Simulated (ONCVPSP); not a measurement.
## Cutoff test, phosphorus (P), ONCV

- Element: phosphorus
- Generator: ONCVPSP 4.0.1
- Type: optimised norm-conserving Vanderbilt (ONCV)
- Functional: PBE
- Relativity: non-relativistic
- Frozen core: [Ne]
- Valence charge: 5
- Reference configuration: 3s2 3p3
- Partial waves: 3s: rc 1.45 bohr, ncon 4, nbas 8, qcut 5.7 1/bohr, 1 projector; 3p: rc 1.35 bohr, ncon 4, nbas 7, qcut 5.5 1/bohr, 1 projector
- Local potential: polynomial inside 1.00 bohr (lpopt 5, dvloc0 0 Ha)
- Core correction: polynomial model core, fcfact 0.6

Task: For each optimised wave give the share of its norm inside rc, the residual kinetic energy above qcut (Ha) and the cutoffs (Ha) for errors of 10, 1, 0.1 and 0.01 mHa per electron.

Result:

```csv
wave,norm inside rc,residual KE,10 mHa,1 mHa,0.1 mHa,0.01 mHa
3s,0.287,1.6e-05,7.4,10.7,13.4,35.7
3p,0.134,8.9e-04,3.0,8.4,72.3,87.4
```

The occupied waves need 11 Ha and 72 Ha for 1 and 0.1 mHa. Note: no bound ghost flagged; GHOST(+) flagged for s at 44.9 eV.
